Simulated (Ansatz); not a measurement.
Geometry optimisation, RKS B3LYP/def2-SVP in Ansatz.

Input file:

```yaml
crystal:
  periodic: [false, false, false]
  atoms:
    - { symbol: Zn, position_ang: [0.0, 0.0, 0.0] }
    - { symbol: O, position_ang: [0.0, 0.0, 2.14] }
    - { symbol: H, position_ang: [-0.9095, -0.2814, 2.4771] }
    - { symbol: Cl, position_ang: [0.0, 0.0, -2.24] }
    - { symbol: P, position_ang: [2.3704, 0.6498, 0.8167] }
    - { symbol: H, position_ang: [2.9895, -0.477, 1.4196] }
    - { symbol: H, position_ang: [3.1503, 1.0828, -0.2882] }
    - { symbol: H, position_ang: [1.2198, 0.3344, 1.9686] }
basis:
  gaussian: { orbitals: def2-SVP }
hamiltonian:
  xc: b3lyp
relax:
  f_tol: 0.15
  max_steps: 25
  restrain:
    - { distance: [0, 4], at: 2.29, k: 30.0 }
    - { distance: [7, 1], at: 1.01, k: 30.0 }
    - { distance: [0, 1], at: 2.99, k: 30.0 }
    - { distance: [7, 4], at: 2.62, k: 30.0 }
output:
  orbitals: {}
```

Command:

```bash
$ ansatz run input.yaml --threads 2 --pin off --max-ram 3072MiB --backend cpu --events-out ev --progress --plain --runs-dir out
```

Problem. Where does it end, and by what steps?

Solution. The run converged. The restraints hold the end off the free minimum. After 13 steps the energy has fallen by 2.981 eV (the restraints' own energy left out); Zn1 moved furthest, 1.04 Å. Parted: Zn1–O2 (2.14 → 2.98 Å). Joined: O2–H8 (1.28 → 0.99 Å).

```json
{"step": "0", "energy less start (eV)": "0.0000", "largest force component (eV/Å)": "2.245", "accepted": "yes"}
{"step": "1", "energy less start (eV)": "0.0125", "largest force component (eV/Å)": "2.826", "accepted": "yes"}
{"step": "2", "energy less start (eV)": "-0.0473", "largest force component (eV/Å)": "3.775", "accepted": "yes"}
{"step": "3", "energy less start (eV)": "-0.2783", "largest force component (eV/Å)": "3.573", "accepted": "yes"}
{"step": "4", "energy less start (eV)": "-0.7419", "largest force component (eV/Å)": "3.009", "accepted": "yes"}
{"step": "5", "energy less start (eV)": "-1.1309", "largest force component (eV/Å)": "1.745", "accepted": "yes"}
{"step": "6", "energy less start (eV)": "-1.6644", "largest force component (eV/Å)": "2.621", "accepted": "yes"}
{"step": "7", "energy less start (eV)": "-2.3881", "largest force component (eV/Å)": "2.209", "accepted": "yes"}
{"step": "8", "energy less start (eV)": "-2.8046", "largest force component (eV/Å)": "1.570", "accepted": "yes"}
{"step": "9", "energy less start (eV)": "-2.7735", "largest force component (eV/Å)": "2.045", "accepted": "no"}
{"step": "10", "energy less start (eV)": "-2.9100", "largest force component (eV/Å)": "1.210", "accepted": "yes"}
{"step": "11", "energy less start (eV)": "-2.9540", "largest force component (eV/Å)": "0.967", "accepted": "yes"}
{"step": "12", "energy less start (eV)": "-2.9772", "largest force component (eV/Å)": "0.811", "accepted": "yes"}
{"step": "13", "energy less start (eV)": "-2.9813", "largest force component (eV/Å)": "0.680", "accepted": "yes"}
```

```xyz
8
Properties=species:S:1:pos:R:3
Zn 0.822 0.248 -0.585
O -0.372 0.189 2.145
H -0.403 -0.629 2.662
Cl -0.661 -0.170 -2.059
P 2.535 0.669 0.878
H 2.944 -0.703 0.880
H 3.512 1.062 -0.089
H 0.445 0.642 2.463
```

Time of the run: 45 s on 2 threads of Arm Neoverse V1, with other jobs on the host, peak memory 0.23 GiB.
